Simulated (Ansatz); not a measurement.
A nudged elastic band was laid between two geometries of C2H9Al2N (14 atoms, charge 0, multiplicity 1).

The calculation used Ansatz 0.2.0, RKS BHLYP-D4/STO-3G.

```json
{"movable images": "5", "climbing image": "yes", "spring": "5.0 eV/Å²", "optimiser": "quadratic models (default)", "start path": "through a guess of the saddle point", "force threshold": "0.03 eV/Å", "iteration limit": "60", "end points": "relaxed"}
```

Image 0:

```xyz
14
Properties=species:S:1:pos:R:3
C -1.183 1.041 0.400
C -0.115 0.083 -0.152
N 0.982 -0.176 0.945
Al -0.051 -1.708 0.482
Al 0.563 0.365 -1.877
H -0.816 2.065 0.547
H -1.595 0.712 1.360
H -2.020 1.101 -0.300
H 1.951 0.041 0.640
H 0.810 0.374 1.809
H 0.749 -2.668 -0.322
H -0.948 -2.115 1.592
H 2.025 0.192 -2.093
H -0.363 0.664 -3.000
```

Image 6:

```xyz
14
Properties=species:S:1:pos:R:3
C -1.174 1.050 0.403
C -0.106 0.094 -0.152
N 0.935 -0.250 0.976
Al -0.114 -1.728 0.390
Al 0.654 0.446 -1.830
H -1.977 1.168 -0.329
H -0.789 2.055 0.620
H -1.636 0.682 1.325
H 1.922 -0.046 0.724
H 0.740 0.261 1.859
H 0.698 -2.666 -0.428
H -1.070 -2.166 1.436
H 2.120 0.246 -1.992
H -0.215 0.823 -2.974
```

Q: Which bonds break or form, and what moves?

A: No bond is made or broken. The dihedral H7–C1–C2–Al4 goes from 20 to 142°. The two ends are copies of one structure, up to a mirror image or an exchange of like atoms.

Q: What energy profile does the band end with?

A: The run converged. The highest image is number 3 of 0 to 6, 12.4 kJ/mol above the ends, which have the same energy within 2 meV. A vibrational analysis at the climbing image gives one clearly imaginary mode, 228i cm⁻¹: a first-order saddle point. Limits of this set-up: minimal basis.

| image | path coordinate (Å) | energy (kJ/mol) | dihedral H7–C1–C2–Al4 (°) |
| --- | --- | --- | --- |
| 0 | 0.00 | 0.0 | 20 |
| 1 | 0.59 | 3.0 | 40 |
| 2 | 1.18 | 9.2 | 61 |
| 3 | 1.77 | 12.4 | 82 |
| 4 | 2.36 | 9.1 | 102 |
| 5 | 2.95 | 3.0 | 122 |
| 6 | 3.54 | 0.0 | 142 |

Q: What is the geometry of the highest image?

A: 
```xyz
14
Properties=species:S:1:pos:R:3:forces:R:3
C -1.205 1.060 0.392 -0.02 0.00 -0.01
C -0.113 0.105 -0.147 0.02 -0.02 0.03
N 0.949 -0.216 0.968 0.02 0.00 -0.02
Al -0.074 -1.716 0.406 -0.02 0.00 0.00
Al 0.636 0.390 -1.839 0.00 0.01 -0.01
H -1.362 1.936 -0.245 0.00 0.00 0.00
H -0.944 1.442 1.384 0.00 0.00 0.00
H -2.181 0.575 0.496 0.00 0.00 0.00
H 1.929 0.011 0.703 0.00 0.00 0.01
H 0.754 0.288 1.855 -0.01 0.00 0.00
H 0.737 -2.641 -0.427 0.00 0.00 0.00
H -1.001 -2.173 1.472 0.00 0.00 0.00
H 2.095 0.146 -2.006 0.00 0.01 0.00
H -0.232 0.764 -2.984 0.00 0.00 0.00
```

Q: What are the harmonic wavenumbers there?

A: 228i, 119, 213, 227, 258, 386, 463, 556, 583, 648, 657, 713, 773, 786, 828, 966, 1005, 1037, 1104, 1161, 1216, 1275, 1362, 1668, 1759, 1789, 1844, 2570, 2575, 2615, 2620, 3394, 3556, 3558, 3726, 3915 cm⁻¹.

The band took 23 iterations and of the order of 6 core-minutes.

Run time: 5.6 min on 1 thread of Arm Neoverse V2, on a shared host, peak memory 0.11 GiB.
